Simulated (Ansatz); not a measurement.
Br2Si (SMILES Br[Si]Br), singlet, geometry from GFN2-xTB.

Here is a job for Ansatz (a program for electronic structure).
Ansatz 0.2 input:
```yaml
crystal:
  periodic: [false, false, false]
  atoms:
    - {symbol: Si, position_ang: [-0.02306863, -0.00441753, 1.20707901]}
    - {symbol: Br, position_ang: [0.95296278, -1.45162520, -0.22860751]}
    - {symbol: Br, position_ang: [-0.94373533, 1.45339221, -0.25422409]}
basis:
  gaussian:
    orbitals: STO-3G
hamiltonian:
  xc: r2scan
```

### Question
What does this run give for the number of basis functions, total energy?

### Answer

```
Quantity                           Value
-------------------------  -------------
number of basis functions             45
total energy               -5378.3548 Eh
```
